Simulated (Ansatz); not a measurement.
Species: AgI (charge -1, doublet). The spin state was set by rule; other spins were not relaxed. 
Coordinates optimised at B3LYP-D3(BJ)/def2-TZVP (Ansatz, a quantum-chemistry and plane-wave program):
```
Ag
I 1 2.8505
```
Charge -1, spin multiplicity 2.

Basis-set convergence of Hartree-Fock and MP2 correlation energies (hartree) with Ansatz. Cores are frozen in the correlated levels unless marked. UHF or UKS for open shells. No spin-orbit coupling. Frozen are the shells of the preceding noble gas and the d and f shells that filled before the atom's block. Past Kr the def2 sets carry scalar-relativistic core potentials. This anion needs diffuse functions, which these sets lack.

```tsv
basis	functions	E(HF)	E(corr, MP2)
def2-SVP	57	-442.83675	-0.33919
def2-TZVPP	106	-442.87994	-0.53846
def2-QZVPP	170	(withheld)	(withheld)
```

**Question.** Some entries are withheld; supply them.

**Answer.** 
- def2-QZVPP, E(HF): -442.88372
- def2-QZVPP, E(corr, MP2): -0.59714
